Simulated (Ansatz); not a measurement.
Consider the redistribution: `[Cl][Ga]([Br])[Br]` + `[OH][Cd][OH]` → `[OH][Ga]([Cl])[Br]` + `[OH][Cd][Br]`.

Computed with Ansatz on PBE0-D4/def2-TZVP structures; ΔE is electronic, products minus reactants. CCSD(T)/CBS is the MP2 limit (def2-TZVPP, def2-QZVPP) plus CCSD(T) − MP2 in def2-TZVPP, frozen cores. DFT in def2-TZVPP. def2 core potentials past Kr. For Br, Cd, Ga outer-core shells are correlated without core-valence functions, which leaves a few kJ/mol of doubt a bond. Scalar relativity is left out up to krypton. Each species was taken in one conformer, which may not be the lowest.

`[Cl][Ga]([Br])[Br]`:

Z-matrix (Å, degrees):
```
Ga
Cl 1 2.117
Br 1 2.258 2 119.6
Br 1 2.258 2 119.6 3 -180.0
```

`[OH][Cd][OH]`:

```xyz
5

O    -1.021   -1.089   -1.291
Cd    0.040    0.092   -0.147
O     1.142    1.365    0.852
H    -0.887   -2.016   -1.084
H     0.726    1.647    1.670
```

`[OH][Ga]([Cl])[Br]`:

```xyz
5

O     0.797    1.166    0.225
Ga   -0.338   -0.182    0.108
Cl   -2.074   -0.125    1.308
Br    0.056   -1.924   -1.289
H     1.559    1.066   -0.352
```

`[OH][Cd][Br]`:

```xyz
4

O     1.280   -0.600   -0.497
Cd   -0.325    0.392    0.053
Br   -2.222    1.724    0.654
H     1.267   -1.516   -0.210
```

CCSD(T)/CBS gives -75.7 kJ/mol.

(1) Another level gave -71.8 kJ/mol. Which?
A. HF/def2-TZVPP
B. r2SCAN-D4/def2-TZVPP
C. RPA@PBE/def2-TZVPP
D. BHLYP-D4/def2-TZVPP

Largest T1 diagnostic among the species: 0.017.

## Answers

(1) B. r2SCAN-D4 -71.8, BHLYP-D4 -80.2, RPA@PBE/def2-TZVPP -66.6, HF/def2-TZVPP -99.1 kJ/mol.

From PBE to PBE0 (25 % exact exchange), in def2-TZVPP and without D4, ΔE moves by −9.5 kJ/mol. At CCSD(T), def2-SVP lies −10.7 kJ/mol from the extrapolated value and def2-TZVPP +2.1 kJ/mol.
